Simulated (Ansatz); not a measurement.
Compare A (`C=CS[SiH3]`) with its isomer B (`SC1C[SiH2]1`).

Computed with Ansatz on PBE0-D4/def2-TZVP structures; ΔE is electronic, products minus reactants. CCSD(T)/CBS adds triple-zeta CCSD(T) − MP2 to the extrapolated MP2 energy (def2 sets, frozen cores). DFT in def2-TZVPP. One conformer a species, not always the lowest.

A:

Z-matrix (Å, degrees):
```
Si
S 1 2.134
H 1 1.485 2 112.1
H 1 1.483 2 105.8 3 -120.0
H 1 1.487 2 109.5 3 120.7
C 2 1.761 1 99.3 3 -69.5
C 6 1.326 2 123.0 1 147.4
H 6 1.086 2 116.0 1 -36.3
H 7 1.084 6 122.0 2 -3.8
H 7 1.084 6 120.3 2 175.5
```

B:

```xyz
10

S     0.332    0.050   -2.094
C    -0.511    0.114   -0.522
C     0.145    1.057    0.513
Si    0.185   -0.728    0.978
H     0.211   -1.265   -2.334
H    -1.588    0.224   -0.603
H    -0.528    1.736    1.025
H     1.069    1.530    0.197
H     1.435   -1.497    0.830
H    -0.751   -1.221    2.010
```

Q: Which isomer does CCSD(T)/CBS put lower? Give the gap. (Estimate.)

A: Ansatz gave: A, by 22.8 kcal/mol.

Q: Give E(B) − E(A) in kcal/mol with ωB97M-V, CCSD(T)/def2-SVP, PBE0-D4, PBE-D4, B2PLYP, MP2/def2-TZVPP, CCSD/def2-TZVPP. (An estimate is asked.)

A: Ansatz gave: ωB97M-V 21.1, CCSD(T)/def2-SVP 22.9, PBE0-D4 20.0, PBE-D4 20.7, B2PLYP 24.2, MP2/def2-TZVPP 21.2, CCSD/def2-TZVPP 23.1. None reverses the order clearly.

Q: Does the order hold for the free energy at 298.15 K (harmonic terms from PBE0-D4)? (Best estimate.)

A: Computed: Yes: G(B) − G(A) = +24.2 kcal/mol, for one conformer each. Modes under 60 cm⁻¹, often nearly free rotors, make the harmonic entropy too high.

Largest T1 diagnostic: 0.012.

Leaving LDA and LC-ωPBE aside and taking each functional with its dispersion term where it has one, the values, not all of them listed here, spread over 6.2 kcal/mol, from PBE-QIDH to BLYP-D4. LDA lies −5.2 kcal/mol from PBE without D4. From r2SCAN to r2SCAN0 (25 % exact exchange), in def2-TZVPP and without D4, E(B) − E(A) moves by −0.9 kcal/mol.
